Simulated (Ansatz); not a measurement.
Start from `FC=C(Cl)Cl` and change one atom or group to get `ClC(Cl)=CI`.

Ansatz, PBE0-D4/def2-TZVP geometries, multiplicity 1. 

Elements past krypton have def2 core potentials.

```tsv
property	`FC=C(Cl)Cl`
HOMO–LUMO gap (ωB97M-V/def2-TZVPP) / eV	11.30
size of the dipole moment (B3LYP/def2-TZVPP) / D	1.10
LUMO energy (PBE/def2-TZVPP) / eV	-1.38
size of the dipole moment (ωB97M-V/def2-TZVPP) / D	1.13
HOMO energy (PBE0/def2-TZVPP) / eV	-7.39
zero-point energy (PBE0-D4/def2-TZVP) / kJ/mol	69.9
```

What does the change do to each property? (Estimate.)

Computed: 
```
                                          property  `ClC(Cl)=CI`  shift
           HOMO–LUMO gap (ωB97M-V/def2-TZVPP) / eV         10.05  -1.25
  size of the dipole moment (B3LYP/def2-TZVPP) / D          0.63  -0.47
                 LUMO energy (PBE/def2-TZVPP) / eV         -2.05  -0.67
size of the dipole moment (ωB97M-V/def2-TZVPP) / D          0.64  -0.49
                HOMO energy (PBE0/def2-TZVPP) / eV         -7.09   0.30
    zero-point energy (PBE0-D4/def2-TZVP) / kJ/mol          62.9   -7.0
```

With PBE0 the HOMO rises by 0.30 eV and the LUMO falls by 0.70 eV, so the gap narrows by about 1.00 eV. PBE moves the HOMO by 0.14 eV and ωB97M-V by 0.41 eV. Dipoles are sizes alone; their direction can turn.

B3LYP here is the variant with VWN-RPA as its local correlation; programs differ in this.

Spin–orbit coupling is left out; it splits and shifts lone-pair levels of the heavy atoms by tenths of an eV.
